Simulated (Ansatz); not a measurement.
AlFGeH6Si, SMILES `F[SiH2][AlH][GeH3]`. Total charge 0; spin multiplicity 1. The structure was optimised at the PBE0-D4/def2-TZVP level. It is one conformer, not always the lowest.

```xyz
10

F     0.704   -0.442    3.396
Si   -0.073   -0.720    2.011
Al    0.784    0.644    0.144
Ge   -0.297    0.402   -2.076
H     0.053   -2.179    1.723
H    -1.520   -0.457    2.260
H     1.987    1.665    0.328
H    -1.331   -0.739   -2.126
H     0.733    0.130   -3.191
H    -1.040    1.696   -2.470
```

Task: What is the dipole moment at ωB97M-V/def2-TZVPP? (Best estimate.)

Result: Ansatz gave: 0.95 D, with components (-0.13, 0.13, -0.93) D in this frame, pointing from negative to positive charge.

Task: And with PBE, r2SCAN, B3LYP? (An estimate is asked.)

Result: Computed: PBE 0.94 D, r2SCAN 0.93 D, B3LYP 0.96 D.

Task: Give the Mulliken charges with ωB97M-V, B3LYP, PBE in def2-TZVPP. (Estimate.)

Result: Ansatz gave: 
| atom | ωB97M-V | B3LYP | PBE |
| --- | --- | --- | --- |
| F1 | -0.32 | -0.33 | -0.29 |
| Si2 | 0.29 | 0.39 | 0.32 |
| Al3 | 0.40 | 0.38 | 0.35 |
| Ge4 | -0.22 | -0.12 | -0.12 |
| H5 | -0.04 | -0.08 | -0.07 |
| H6 | -0.04 | -0.08 | -0.07 |
| H7 | -0.10 | -0.12 | -0.10 |
| H8 | 0.02 | -0.01 | -0.01 |
| H9 | 0.01 | -0.01 | -0.01 |
| H10 | 0.01 | -0.01 | -0.01 |

B3LYP here is the variant with VWN-RPA as its local correlation; programs differ in this.
